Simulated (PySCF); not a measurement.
**MSr cations for M along the fifth-period p block**

PBE0 with double-zeta basis sets in PySCF, for the lowest determinant that a PBE0 search found; no spin–orbit coupling. De refers to high-spin ground-configuration atoms (the charge goes to the atom of lower measured ionisation energy or higher electron affinity, which is not always the lowest computed limit). A positive dipole points towards Sr; it is taken about the centre of mass and depends on that origin.

```csv
M,basis,charged atom,state (unpaired electrons),Re (Å),ωe (cm⁻¹),De (eV),μ (D)
In,def2-SVP,Sr+,singlet (closed shell),3.796,82.9,1.42,5.14
Sb,def2-SVP,Sr+,triplet (π ↑↑),3.133,153,1.30,11.15
Te,def2-SVP,Sr+,doublet (π ↑),2.963,190,2.19,12.62
```

The shortest bond is that of SrTe⁺ (2.963 Å), the longest that of SrIn⁺ (3.796 Å).

The state changes along the series, so neighbouring rows are not always alike in their bonding.

Closed-shell solutions of metal pairs were not tested for spin polarisation, which can lower them a little. These are scalar-relativistic numbers at best; spin–orbit coupling would shift them, the dissociation energy most. For an ion De counts to the pair picked by the measured ionisation energies or electron affinities, which need not be the lowest pair at this level. States were picked by a PBE0 search and need not be the measured ground states.
